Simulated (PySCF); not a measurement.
## P (phosphorus, neutral): UHF calculation

Configuration: [Ne] 3s2 3p3, high-spin 4S determinant. Computed with PySCF 2.14 in cc-pVDZ-DK (4s3p1d, 18 functions), with scalar relativity by spin-free X2C-1e.

- Total energy: -341.523395 hartree
- One-electron energy: -472.6450 hartree
- Hartree (Coulomb) energy: 153.8544 hartree
- Exchange energy: -22.7328 hartree
- ⟨S²⟩: 3.7501
- ⟨L²⟩: 0.000
- Sum of ⟨r⟩: 14.91 bohr
- Sum of ⟨r²⟩: 29.82 bohr²
- Langevin diamagnetic susceptibility: -23.6 ×10⁻⁶ cm³/mol
- Time after the integrals: 0.03 s of wall time on 1 thread of Neoverse-V2 (shared host)

| shell | electrons | mean orbital energy (hartree) | rms radius, mean of both spins (bohr) |
| --- | --- | --- | --- |
| 1s α | 1 | -80.19563 | 0.120 |
| 1s β | 1 | -80.17638 | 0.120 |
| 2s α | 1 | -7.55513 | 0.560 |
| 2s β | 1 | -7.53327 | 0.560 |
| 2p α | 3 | -5.41603 | 0.540 |
| 2p β | 3 | -5.37737 | 0.540 |
| 3s α | 1 | -0.83690 | 2.08 |
| 3s β | 1 | -0.55726 | 2.08 |
| 3p α | 3 | -0.38902 | 2.50 |

Densities and radii are taken from the X2C orbitals without a picture-change correction, which distorts them close to the nucleus.
